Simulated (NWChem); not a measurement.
System: C₂H₇BClN; SMILES N(C)B(C)Cl

Output (shortened):

```
             Northwest Computational Chemistry Package (NWChem) 7.3.0
             --------------------------------------------------------

 C1  symmetry detected

                             Geometry "geometry" -> ""
                             -------------------------

 Output coordinates in angstroms (scale by  1.889725989 to convert to a.u.)

  No.       Tag          Charge          X              Y              Z
 ---- ---------------- ---------- -------------- -------------- --------------
    1 B                    5.0000     0.22208195     0.10167043    -0.00001423
    2 Cl                  17.0000    -0.40447089     1.78179426    -0.00000072
    3 C                    6.0000     1.77531005    -0.15716436    -0.00000002
    4 H                    1.0000     2.08027336    -0.73688900     0.88752565
    5 H                    1.0000     2.35091346     0.77782922    -0.00528891
    6 H                    1.0000     2.07871544    -0.74580394    -0.88217668
    7 N                    7.0000    -0.74090263    -0.90796810     0.00009588
    8 C                    6.0000    -0.52193177    -2.33144563    -0.00003838
    9 H                    1.0000    -1.71559182    -0.62756639    -0.00038444
   10 H                    1.0000     0.55440332    -2.54814522     0.00237340
   11 H                    1.0000    -0.95651952    -2.81512310    -0.89181405
   12 H                    1.0000    -0.96055005    -2.81571962     0.88940771

 Effective nuclear repulsion energy (a.u.)     205.8822498472

  pbe96 is a nonlocal functional; adding pw91lda local functional.

                                 NWChem DFT Module
                                 -----------------

 Summary of "ao basis" -> "ao basis" (spherical)
 ------------------------------------------------------------------------------
       Tag                 Description            Shells   Functions and Types
 ---------------- ------------------------------  ------  ---------------------
 B                          6-31+g*                  8       18   4s3p1d
 Cl                         6-31+g*                 10       22   5s4p1d
 C                          6-31+g*                  8       18   4s3p1d
 H                          6-31+g*                  2        2   2s
 N                          6-31+g*                  8       18   4s3p1d

            General Information
            -------------------
          SCF calculation type: DFT
          Wavefunction type:  closed shell.
          No. of atoms     :    12
          No. of electrons :    48
           Alpha electrons :    24
            Beta electrons :    24
          Charge           :     0
          Spin multiplicity:     1
          Use of symmetry is: off; symmetry adaption is: off
          Maximum number of iterations: 150
          AO basis - number of functions:   108
                     number of shells:    56
          Convergence on energy requested:  1.00D-06
          Convergence on density requested:  1.00D-05
          Convergence on gradient requested:  5.00D-04

              XC Information
              --------------
          PerdewBurkeErnzerhof Exchange Functional  1.000
            Perdew 1991 LDA Correlation Functional  1.000 local
           PerdewBurkeErnz. Correlation Functional  1.000 non-local

             Grid Information
             ----------------
          Grid used for XC integration:  medium
          Radial quadrature: Mura-Knowles
          Angular quadrature: Lebedev.
          Tag              B.-S. Rad. Rad. Pts. Rad. Cut. Ang. Pts.
          ---              ---------- --------- --------- ---------
          B                   0.85       49          12.0       434
          Cl                  1.00       88          14.0       590
          C                   0.70       49          14.0       434
          H                   0.35       45          13.0       434
          N                   0.65       49          11.0       434
          Grid pruning is: on
          Number of quadrature shells:   599
          Spatial weights used:  Erf1

      Superposition of Atomic Density Guess
      -------------------------------------

 Sum of atomic energies:        -617.09139537

      Non-variational initial energy
      ------------------------------

 Total energy =    -619.892107
 1-e energy   =   -1253.961868
 2-e energy   =     428.187512
 HOMO         =      -0.320519
 LUMO         =       0.031349

   convergence    iter        energy       DeltaE   RMS-Dens  Diis-err
 ---------------- ----- ----------------- --------- --------- ---------
 d= 0,ls=0.0,diis     1   -619.8274873530 -8.26D+02  1.06D-02  5.78D-01
 d= 0,ls=0.0,diis     2   -619.8275881444 -1.01D-04  7.01D-03  5.10D-01
 d= 0,ls=0.0,diis     3   -619.8722121191 -4.46D-02  2.51D-03  1.54D-01
 d= 0,ls=0.0,diis     4   -619.8882476040 -1.60D-02  1.15D-03  1.43D-02
 d= 0,ls=0.0,diis     5   -619.8901570137 -1.91D-03  2.05D-04  3.82D-04
  Resetting Diis
 d= 0,ls=0.0,diis     6   -619.8902027106 -4.57D-05  6.20D-05  4.34D-05
 d= 0,ls=0.0,diis     7   -619.8902082575 -5.55D-06  4.33D-05  3.36D-06
 d= 0,ls=0.0,diis     8   -619.8902074690  7.89D-07  2.69D-05  8.99D-06
 d= 0,ls=0.0,diis     9   -619.8902087412 -1.27D-06  1.75D-06  3.25D-08
 d= 0,ls=0.0,diis    10   -619.8902087455 -4.25D-09  4.38D-07  2.47D-09

         Total DFT energy =     -619.890208745487
      One electron energy =    -1258.919706002029
           Coulomb energy =      485.461322908588
    Exchange-Corr. energy =      -52.314075499252
 Nuclear repulsion energy =      205.882249847206

 Numeric. integr. density =       47.999991159587

                       DFT Final Molecular Orbital Analysis
                       ------------------------------------

 Vector   22  Occ=2.000000D+00  E=-2.894955D-01
              MO Center= -2.1D-01,  1.1D+00,  2.1D-04, r^2= 3.0D+00
   Bfn.  Coefficient  Atom+Function         Bfn.  Coefficient  Atom+Function
  ----- ------------  ---------------      ----- ------------  ---------------
    27      0.610708   2 Cl pz               31      0.301614   2 Cl pz
    23     -0.240042   2 Cl pz                5      0.168261   1 B  pz
    69      0.158419   7 N  pz               45     -0.119953   3 C  pz
    73      0.106597   7 N  pz                9      0.083618   1 B  pz
    87     -0.082061   8 C  pz               59     -0.076606   4 H  s

 Vector   23  Occ=2.000000D+00  E=-2.563760D-01
              MO Center= -1.2D-01,  1.4D+00, -5.7D-05, r^2= 2.5D+00
   Bfn.  Coefficient  Atom+Function         Bfn.  Coefficient  Atom+Function
  ----- ------------  ---------------      ----- ------------  ---------------
    25      0.648964   2 Cl px               29      0.321043   2 Cl px
    21     -0.252949   2 Cl px               43      0.178783   3 C  px
    26      0.163745   2 Cl py               70      0.143196   7 N  s
     3     -0.136533   1 B  px               46     -0.133826   3 C  s
    74      0.124550   7 N  s                47      0.117648   3 C  px

 Vector   24  Occ=2.000000D+00  E=-2.299341D-01
              MO Center= -5.9D-01, -5.5D-01, -1.7D-04, r^2= 3.2D+00
   Bfn.  Coefficient  Atom+Function         Bfn.  Coefficient  Atom+Function
  ----- ------------  ---------------      ----- ------------  ---------------
    69      0.486536   7 N  pz               73      0.364862   7 N  pz
    27     -0.348520   2 Cl pz               31     -0.186793   2 Cl pz
     5      0.157603   1 B  pz              106      0.150859  11 H  s
   108     -0.150470  12 H  s                87     -0.140892   8 C  pz
    23      0.134843   2 Cl pz               77      0.130020   7 N  pz

 Vector   25  Occ=0.000000D+00  E=-2.018465D-02
              MO Center= -2.3D-01, -1.4D+00, -5.0D-04, r^2= 1.2D+01
   Bfn.  Coefficient  Atom+Function         Bfn.  Coefficient  Atom+Function
  ----- ------------  ---------------      ----- ------------  ---------------
    10      2.710422   1 B  s                50     -1.131617   3 C  s
    12     -0.662311   1 B  py               74     -0.664752   7 N  s
    46     -0.459018   3 C  s                51      0.405839   3 C  px
    88     -0.379134   8 C  s                70     -0.261239   7 N  s
    94     -0.225183   8 C  py               90      0.208525   8 C  py

[...]

                                NWChem TDDFT Module
                                -------------------

            General Information
            -------------------
           No. of orbitals :     216
            Alpha orbitals :     108
             Beta orbitals :     108
        Alpha frozen cores :       0
         Beta frozen cores :       0
     Alpha frozen virtuals :       0
      Beta frozen virtuals :       0
         Spin multiplicity :       1
    Number of AO functions :     108
        Use of symmetry is : off
      Symmetry adaption is : off
         Schwarz screening :  0.10D-07

              XC Information
              --------------
   PerdewBurkeErnzerhof Exchange Functional   1.00
     Perdew 1991 LDA Correlation Functional   1.00 local
    PerdewBurkeErnz. Correlation Functional   1.00 non-local

             TDDFT Information
             -----------------
          Calculation type : TDDFT
         Wavefunction type : Restricted singlets
          No. of electrons :      48
           Alpha electrons :      24
            Beta electrons :      24
              No. of roots :       6
          Max subspacesize :    5200
            Max iterations :     100
               Target root :       1
           Target symmetry : none
      Symmetry restriction : off
                 Algorithm : Optimal
        Davidson threshold :  0.10D-03

    6 smallest eigenvalue differences (eV)
--------------------------------------------------------
  No. Spin  Occ  Vir  Irrep   E(Occ)    E(Vir)   E(Diff)
--------------------------------------------------------
    1    1   24   25 a        -0.230    -0.020     5.708
    2    1   24   26 a        -0.230    -0.011     5.964
    3    1   24   27 a        -0.230    -0.000     6.251
    4    1   24   28 a        -0.230     0.006     6.425
    5    1   23   25 a        -0.256    -0.020     6.427
    6    1   23   26 a        -0.256    -0.011     6.684
--------------------------------------------------------

  Entering Davidson iterations
  Restricted singlet excited states

  Iter   NTrls   NConv    DeltaV     DeltaE      Time
  ----  ------  ------  ---------  ---------  ---------
    1      6       0     0.34E+00   0.10+100        5.6
    2     12       0     0.22E+00   0.11E-01        5.6
    3     24       0     0.59E-01   0.14E-01        7.9
    4     36       0     0.85E-01   0.12E-01        7.8
    5     48       0     0.34E-01   0.35E-02        7.8
    6     60       0     0.11E-01   0.59E-03        7.9
    7     72       1     0.55E-02   0.81E-04        7.8
    8     82       2     0.28E-02   0.17E-04        7.0
    9     90       4     0.13E-02   0.38E-05        6.5
   10     94       4     0.66E-03   0.67E-06        4.9
   11     98       5     0.29E-03   0.16E-06        4.9
   12    100       5     0.16E-03   0.28E-07        4.2
   13    102       6     0.79E-04   0.68E-08        4.1
  ----  ------  ------  ---------  ---------  ---------
  Convergence criterion met

  Ground state a        -619.890208745487 a.u.

  ----------------------------------------------------------------------------
  Root   1 singlet a              0.209757431 a.u.                5.7078 eV
  ----------------------------------------------------------------------------
     Transition Moments    X -0.00024   Y -0.00046   Z -0.13760
     Dipole Oscillator Strength                    0.0026477206
     Electric Quadrupole                           0.0000000370
     Magnetic Dipole                               0.0000001394
     Total Oscillator Strength                     0.0026478970

     Occ.   24  a   ---  Virt.   25  a   -0.99975 X
  ----------------------------------------------------------------------------
  Root   2 singlet a              0.230210024 a.u.                6.2643 eV
  ----------------------------------------------------------------------------
     Transition Moments    X -0.00043   Y -0.00081   Z -0.11216
     Dipole Oscillator Strength                    0.0019306315
     Electric Quadrupole                           0.0000000104
     Magnetic Dipole                               0.0000000054
     Total Oscillator Strength                     0.0019306472

     Occ.   24  a   ---  Virt.   27  a    0.99795 X
     Occ.   24  a   ---  Virt.   28  a   -0.05068 X
  ----------------------------------------------------------------------------
  Root   3 singlet a              0.236502938 a.u.                6.4356 eV
  ----------------------------------------------------------------------------
     Transition Moments    X -0.00255   Y  0.00253   Z -0.07533
     Dipole Oscillator Strength                    0.0008968429
     Electric Quadrupole                           0.0000004040
     Magnetic Dipole                               0.0000005090
     Total Oscillator Strength                     0.0008977559

     Occ.   24  a   ---  Virt.   28  a    0.99814 X
  ----------------------------------------------------------------------------
  Root   4 singlet a              0.236753287 a.u.                6.4424 eV
  ----------------------------------------------------------------------------
     Transition Moments    X -0.39997   Y  0.15465   Z  0.00057
     Dipole Oscillator Strength                    0.0290242187
     Electric Quadrupole                           0.0000000338
     Magnetic Dipole                               0.0000004165
     Total Oscillator Strength                     0.0290246690

     Occ.   23  a   ---  Virt.   25  a    0.99544 X
     Occ.   24  a   ---  Virt.   26  a   -0.08907 X
  ----------------------------------------------------------------------------
  Root   5 singlet a              0.248643874 a.u.                6.7659 eV
  ----------------------------------------------------------------------------
     Transition Moments    X -0.28834   Y -0.88076   Z -0.00109
     Dipole Oscillator Strength                    0.1423694621
     Electric Quadrupole                           0.0000005599
     Magnetic Dipole                               0.0000000005
     Total Oscillator Strength                     0.1423700224

     Occ.   16  a   ---  Virt.   26  a   -0.05638 X
     Occ.   22  a   ---  Virt.   26  a   -0.08750 X
     Occ.   23  a   ---  Virt.   25  a    0.07551 X
     Occ.   23  a   ---  Virt.   27  a   -0.38162 X
     Occ.   23  a   ---  Virt.   28  a   -0.06125 X
     Occ.   24  a   ---  Virt.   26  a    0.79113 X
     Occ.   24  a   ---  Virt.   29  a    0.43824 X
     Occ.   24  a   ---  Virt.   33  a    0.05249 X
     Occ.   24  a   ---  Virt.   46  a    0.06520 X
  ----------------------------------------------------------------------------
  Root   6 singlet a              0.248775496 a.u.                6.7695 eV
  ----------------------------------------------------------------------------
     Transition Moments    X  0.00488   Y  0.01416   Z -0.04674
     Dipole Oscillator Strength                    0.0003994959
     Electric Quadrupole                           0.0000000316
     Magnetic Dipole                               0.0000011041
     Total Oscillator Strength                     0.0004006316

     Occ.   23  a   ---  Virt.   26  a   -0.99717 X

              Target root =      1
          Target symmetry = none
      Ground state energy =   -619.890208745487
        Excitation energy =      0.209757430645
     Excited state energy =   -619.680451314843

  stored tddft:energy   -619.68045131484280
```

Level: PBE/6-31+G* (spherical d), full TDDFT. Structure relaxed at the PBE0/def2-SVP level. Not confirmed as a minimum by frequencies.

Task: Write an input that gives this output.

Result: This is not unique; one that fits is the input that was run:
```
start job
memory heap 200 mb stack 900 mb global 1100 mb
geometry units angstroms noautoz
  B      0.220433     0.116180    -0.001047
  Cl    -0.411459     1.794303    -0.001538
  C      1.774476    -0.137715    -0.001865
  H      2.081834    -0.715992     0.885779
  H      2.347100     0.799101    -0.008012
  H      2.079202    -0.725859    -0.883917
  N     -0.739336    -0.896515     0.000203
  C     -0.515840    -2.319289     0.000691
  H     -1.714912    -0.619214     0.000182
  H      0.561180    -2.532564     0.002546
  H     -0.949443    -2.804823    -0.890555
  H     -0.952362    -2.804479     0.890669
end
basis spherical
  * library 6-31+g*
end
dft
  xc xpbe96 cpbe96
  iterations 150
end
tddft
  nroots 6
  notriplet
end
task tddft energy
```
